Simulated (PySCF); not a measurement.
**Field gradients at the hydrogen positions**

C₆H₈F₃OP.
Z-matrix (Å and degrees, GFN2-xTB geometry), rows numbered from 1:
```
F 
C   1  1.3299
F   2  1.3246  1  110.74
C   2  1.3275  1  121.67  3  -177.98
F   4  1.3463  2  119.12  1  -178.44
P   4  1.8424  2  123.68  1    -6.96
C   6  1.8632  4   99.43  2    59.23
C   7  1.5319  6  107.52  4   155.41
O   8  1.4055  7  113.18  6   -65.87
C   9  1.4066  8  113.52  7    66.34
C  10  1.5303  9  113.00  8   -65.84
H   7  1.0903  6  109.84  4   -85.39
H   7  1.0929  6  110.65  4    35.45
H   8  1.0928  7  110.08  6   176.67
H   8  1.1023  7  109.48  6    57.26
H  10  1.0929  9  105.24  8   173.90
H  10  1.1026  9  109.98  8    57.01
H  11  1.0930  6  110.42  4   -37.52
H  11  1.0913  6  109.61  4    82.75
```

Level: PBE0/pcSseg-1 (PySCF, non-relativistic); Q(2H) = 0.00286 b; rigid geometry, the same for H and D, with no vibrational averaging.

Question: Rank these positions by the coupling χzz of a deuteron there, largest first.
A. H16 (methylene hydrogen)
B. H19 (methylene hydrogen)
C. H17 (methylene hydrogen)

Answer: B (206 kHz), A (198 kHz), C (185 kHz).

Q: What are Vzz, η and χzz (234.96 MHz × Q × Vzz) at all hydrogens?

A: 
```
atom  bonded to  bond length (Å)  Vzz (au)     η  χzz (kHz)
 H12         C7            1.090    0.3079  0.01        207
 H13         C7            1.093    0.3019  0.01        203
 H14         C8            1.093    0.2958  0.05        199
 H15         C8            1.102    0.2765  0.06        186
 H16        C10            1.093    0.2953  0.05        198
 H17        C10            1.103    0.2760  0.06        185
 H18        C11            1.093    0.3014  0.02        203
 H19        C11            1.091    0.3070  0.02        206
```

Q: How does χzz go with the bond length over the 8 C–H bonds?

A: A straight-line fit has a slope of -17.0 kHz for each 0.01 Å, with a correlation coefficient of -0.97, over lengths from 1.090 to 1.103 Å. The longer bonds have the smaller couplings here.

Q: Give the 2H NMR doublet splittings at H12 for a magnetic field along the z, y and x axes of the gradient: 3χ/2, 3χ(1 + η)/4, 3χ(1 − η)/4.

A: With |χ| = 206.9 kHz and η = 0.014: 310, 157 and 153 kHz, to first order and without motion.

Geometry: GFN2-xTB, one conformer, isolated molecule. GFN2-xTB bond lengths can be off by several hundredths of an ångström, more for odd bonds, and the gradients follow them. These gradients aren't converged with respect to the basis.
